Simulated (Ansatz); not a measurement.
A first, cheap relaxation of C2H10BNSi, SMILES `BN([SiH3])CC`.

```yaml
crystal:
  periodic: [false, false, false]
  atoms:
    - {symbol: B, position_ang: [0.760600, 1.460600, 0.171000]}
    - {symbol: N, position_ang: [0.040100, 0.190400, 0.584300]}
    - {symbol: Si, position_ang: [1.281200, -0.792200, 1.381500]}
    - {symbol: C, position_ang: [-0.414100, -0.526300, -0.583300]}
    - {symbol: C, position_ang: [-1.778800, 0.096900, -1.104100]}
    - {symbol: H, position_ang: [1.605700, 1.522300, -0.617600]}
    - {symbol: H, position_ang: [0.328700, 2.534600, 0.577100]}
    - {symbol: H, position_ang: [2.434000, -1.079700, 0.438100]}
    - {symbol: H, position_ang: [1.864400, -0.038600, 2.586800]}
    - {symbol: H, position_ang: [0.727800, -2.051500, 1.899500]}
    - {symbol: H, position_ang: [0.246100, -0.594200, -1.387300]}
    - {symbol: H, position_ang: [-0.726300, -1.572900, -0.272300]}
    - {symbol: H, position_ang: [-2.261300, -0.492300, -1.913900]}
    - {symbol: H, position_ang: [-2.545300, 0.188600, -0.242800]}
    - {symbol: H, position_ang: [-1.584600, 1.103400, -1.487500]}
basis:
  gaussian: {orbitals: def2-SVP}
hamiltonian: {xc: pbe, dispersion: d4}
relax: {f_tol: 0.03, max_steps: 200}
```

```sh
$ ansatz run in.yaml --threads 4 --pin off --events-out ev --progress --plain
```

It prints (some lines left out):

```
Functional definition: PBE
mean field -12263.93798430 eV, -450.6914081273 hartree, gradient 1.4e-5 eV, S^2 0.000000; 0 other end points of the search recorded, 0 dependent functions left out
relax step   1: F+E_penalty+E_count = -12264.25747304 eV  Δ(F+E_penalty+E_count) = +0.000e0 eV  max|allowed force component| = 4.388e0 eV/Å  Δτ_max = 0.0000 Å  (28 SCF iters, accepted)
mean field -12264.40312025 eV, -450.7085015583 hartree, gradient 2.1e-5 eV, S^2 0.000000; 0 other end points of the search recorded, 0 dependent functions left out
relax step   2: F+E_penalty+E_count = -12264.72228954 eV  Δ(F+E_penalty+E_count) = -4.648e-1 eV  max|allowed force component| = 1.616e0 eV/Å  Δτ_max = 0.1949 Å  (28 SCF iters, accepted)
mean field -12264.61103754 eV, -450.7161423778 hartree, gradient 2.5e-5 eV, S^2 0.000000; 0 other end points of the search recorded, 0 dependent functions left out
relax step   3: F+E_penalty+E_count = -12264.92971983 eV  Δ(F+E_penalty+E_count) = -2.074e-1 eV  max|allowed force component| = 6.282e-1 eV/Å  Δτ_max = 0.1951 Å  (28 SCF iters, accepted)
mean field -12264.79726075 eV, -450.7229859543 hartree, gradient 1.2e-5 eV, S^2 0.000000; 0 other end points of the search recorded, 0 dependent functions left out
relax step   4: F+E_penalty+E_count = -12265.11627077 eV  Δ(F+E_penalty+E_count) = -1.866e-1 eV  max|allowed force component| = 8.026e-1 eV/Å  Δτ_max = 0.1953 Å  (29 SCF iters, accepted)
mean field -12264.99150011 eV, -450.7301241192 hartree, gradient 9.6e-6 eV, S^2 0.000000; 0 other end points of the search recorded, 0 dependent functions left out
relax step   5: F+E_penalty+E_count = -12265.31030191 eV  Δ(F+E_penalty+E_count) = -1.940e-1 eV  max|allowed force component| = 6.143e-1 eV/Å  Δτ_max = 0.1951 Å  (29 SCF iters, accepted)
mean field -12265.19942384 eV, -450.7377651754 hartree, gradient 2.0e-5 eV, S^2 0.000000; 0 other end points of the search recorded, 0 dependent functions left out
relax step   6: F+E_penalty+E_count = -12265.51768583 eV  Δ(F+E_penalty+E_count) = -2.074e-1 eV  max|allowed force component| = 6.313e-1 eV/Å  Δτ_max = 0.2000 Å  (27 SCF iters, accepted)
mean field -12265.41145653 eV, -450.7455572329 hartree, gradient 1.4e-5 eV, S^2 0.000000; 0 other end points of the search recorded, 0 dependent functions left out
relax step   7: F+E_penalty+E_count = -12265.72766184 eV  Δ(F+E_penalty+E_count) = -2.100e-1 eV  max|allowed force component| = 5.837e-1 eV/Å  Δτ_max = 0.2000 Å  (29 SCF iters, accepted)
mean field -12265.55267997 eV, -450.7507470987 hartree, gradient 1.5e-5 eV, S^2 0.000000; 0 other end points of the search recorded, 0 dependent functions left out
relax step   8: F+E_penalty+E_count = -12265.86937366 eV  Δ(F+E_penalty+E_count) = -1.417e-1 eV  max|allowed force component| = 5.015e-1 eV/Å  Δτ_max = 0.2000 Å  (27 SCF iters, accepted)
mean field -12265.65769650 eV, -450.7546063851 hartree, gradient 1.3e-5 eV, S^2 0.000000; 0 other end points of the search recorded, 0 dependent functions left out
relax step   9: F+E_penalty+E_count = -12265.97421386 eV  Δ(F+E_penalty+E_count) = -1.048e-1 eV  max|allowed force component| = 3.307e-1 eV/Å  Δτ_max = 0.2000 Å  (28 SCF iters, accepted)
mean field -12265.68177904 eV, -450.7554914020 hartree, gradient 7.6e-6 eV, S^2 0.000000; 0 other end points of the search recorded, 0 dependent functions left out
relax step  10: F+E_penalty+E_count = -12265.99997327 eV  Δ(F+E_penalty+E_count) = -2.576e-2 eV  max|allowed force component| = 3.267e-1 eV/Å  Δτ_max = 0.1993 Å  (28 SCF iters, accepted)
mean field -12265.69479569 eV, -450.7559697549 hartree, gradient 7.1e-6 eV, S^2 0.000000; 0 other end points of the search recorded, 0 dependent functions left out
relax step  11: F+E_penalty+E_count = -12266.01370937 eV  Δ(F+E_penalty+E_count) = -1.374e-2 eV  max|allowed force component| = 3.252e-1 eV/Å  Δτ_max = 0.1737 Å  (28 SCF iters, accepted)
mean field -12265.69999661 eV, -450.7561608853 hartree, gradient 7.1e-6 eV, S^2 0.000000; 0 other end points of the search recorded, 0 dependent functions left out
relax step  12: F+E_penalty+E_count = -12266.01925125 eV  Δ(F+E_penalty+E_count) = -5.542e-3 eV  max|allowed force component| = 2.048e-1 eV/Å  Δτ_max = 0.1325 Å  (29 SCF iters, accepted)
mean field -12265.71453335 eV, -450.7566951006 hartree, gradient 7.6e-6 eV, S^2 0.000000; 0 other end points of the search recorded, 0 dependent functions left out
relax step  13: F+E_penalty+E_count = -12266.03430279 eV  Δ(F+E_penalty+E_count) = -1.505e-2 eV  max|allowed force component| = 7.163e-2 eV/Å  Δτ_max = 0.0589 Å  (31 SCF iters, accepted)
mean field -12265.72136830 eV, -450.7569462806 hartree, gradient 8.4e-6 eV, S^2 0.000000; 0 other end points of the search recorded, 0 dependent functions left out
relax step  14: F+E_penalty+E_count = -12266.04031551 eV  Δ(F+E_penalty+E_count) = -6.013e-3 eV  max|allowed force component| = 2.449e-1 eV/Å  Δτ_max = 0.2000 Å  (28 SCF iters, accepted)
mean field -12265.72488310 eV, -450.7570754469 hartree, gradient 7.7e-6 eV, S^2 0.000000; 0 other end points of the search recorded, 0 dependent functions left out
relax step  15: F+E_penalty+E_count = -12266.04497925 eV  Δ(F+E_penalty+E_count) = -4.664e-3 eV  max|allowed force component| = 6.726e-2 eV/Å  Δτ_max = 0.0361 Å  (32 SCF iters, accepted)
mean field -12265.72144827 eV, -450.7569492195 hartree, gradient 7.5e-6 eV, S^2 0.000000; 0 other end points of the search recorded, 0 dependent functions left out
relax step  16: F+E_penalty+E_count = -12266.04156594 eV  Δ(F+E_penalty+E_count) = +3.413e-3 eV  max|allowed force component| = 2.785e-1 eV/Å  Δτ_max = 0.0513 Å  (31 SCF iters, rejected (line search))
mean field -12265.72584277 eV, -450.7571107144 hartree, gradient 7.6e-6 eV, S^2 0.000000; 0 other end points of the search recorded, 0 dependent functions left out
relax step  17: F+E_penalty+E_count = -12266.04616659 eV  Δ(F+E_penalty+E_count) = -1.187e-3 eV  max|allowed force component| = 2.764e-2 eV/Å  Δτ_max = 0.0256 Å  (31 SCF iters, accepted)
mean field -12265.72626443 eV, -450.7571262101 hartree, gradient 7.6e-6 eV, S^2 0.000000; 0 other end points of the search recorded, 0 dependent functions left out
relax step  18: F+E_penalty+E_count = -12266.04696654 eV  Δ(F+E_penalty+E_count) = -7.999e-4 eV  max|allowed force component| = 4.910e-2 eV/Å  Δτ_max = 0.0669 Å  (31 SCF iters, accepted)
mean field -12265.72610080 eV, -450.7571201967 hartree, gradient 7.6e-6 eV, S^2 0.000000; 0 other end points of the search recorded, 0 dependent functions left out
relax step  19: F+E_penalty+E_count = -12266.04681823 eV  Δ(F+E_penalty+E_count) = +1.483e-4 eV  max|allowed force component| = 7.821e-2 eV/Å  Δτ_max = 0.0241 Å  (32 SCF iters, rejected (line search))
mean field -12265.72654645 eV, -450.7571365738 hartree, gradient 7.6e-6 eV, S^2 0.000000; 0 other end points of the search recorded, 0 dependent functions left out
relax step  20: F+E_penalty+E_count = -12266.04720771 eV  Δ(F+E_penalty+E_count) = -2.412e-4 eV  max|allowed force component| = 1.175e-2 eV/Å  Δτ_max = 0.0116 Å  (32 SCF iters, accepted)
mean field -12265.72654645 eV, -450.7571365738 hartree, gradient 2.0e-5 eV, S^2 0.000000; 1 other end points of the search recorded, 0 dependent functions left out
Total energy: -12266.04724842 eV, -450.7689221539 hartree
Atom 0 at     0.998340     1.624363    -0.049589 Å, force     0.002031     0.000968    -0.003855 eV/Å
Atom 1 at     0.572105     0.287754     0.079248 Å, force     0.000800    -0.011750     0.010375 eV/Å
Atom 2 at     0.929122    -0.684535     1.533391 Å, force     0.001543     0.008323     0.001888 eV/Å
Atom 3 at    -0.188800    -0.385332    -0.993351 Å, force    -0.004130    -0.001142    -0.007149 eV/Å
Atom 4 at    -1.701695    -0.263870    -0.813910 Å, force     0.003211     0.001307     0.001547 eV/Å
Atom 5 at     0.761248     2.222493    -1.086738 Å, force    -0.000114    -0.000292     0.001915 eV/Å
Atom 6 at     1.597850     2.155816     0.866757 Å, force     0.000522     0.001438     0.000910 eV/Å
Atom 7 at     1.830647    -1.830919     1.156243 Å, force    -0.003832    -0.001195    -0.002279 eV/Å
Atom 8 at     1.585531     0.187152     2.557077 Å, force     0.000869     0.001846    -0.001555 eV/Å
Atom 9 at    -0.341845    -1.272161     2.087881 Å, force     0.000925    -0.000547    -0.001603 eV/Å
Atom 10 at     0.114058     0.058471    -1.963969 Å, force     0.000120     0.001524     0.002443 eV/Å
Atom 11 at     0.103185    -1.459364    -1.034362 Å, force    -0.000171     0.002443     0.000183 eV/Å
Atom 12 at    -2.237116    -0.794647    -1.627109 Å, force    -0.000221    -0.000259    -0.001204 eV/Å
Atom 13 at    -2.034321    -0.697048     0.151396 Å, force    -0.000054    -0.001163    -0.001427 eV/Å
Atom 14 at    -2.010109     0.800926    -0.833465 Å, force    -0.001500    -0.001501    -0.000190 eV/Å
Dipole moment:    -0.176775    -0.311624    -0.061789 e Å
```

It took 31 s on 4 threads of a server CPU on a shared host, with 0.19 GiB of host memory at the peak.
